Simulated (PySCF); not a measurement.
Isomers of C3H10Si. Isolated molecules, 0 K electronic values unless said otherwise. One relaxed conformer stands for each flexible species; it need not be the lowest. Strings in code marks are SMILES.

Method: B3LYP-D3(BJ)/def2-TZVP (PySCF). B3LYP has the VWN-RPA correlation part, as in Gaussian. 

```tsv
species	HOMO–LUMO gap (eV)	HOMO (eV)
`CC(C)[SiH3]`	8.39	-7.95
`C[SiH](C)C`	9.08	[?]
`CC[SiH2]C` (C–C–Si–C torsion 180°)	8.72	[?]
`C(C[SiH3])C` (C–C–C–Si torsion 180°)	8.74	-8.28
```

Question: What belongs in the gaps?

Answer: 
- `C[SiH](C)C`, HOMO (eV): -8.32
- `CC[SiH2]C` (C–C–Si–C torsion 180°), HOMO (eV): -8.04
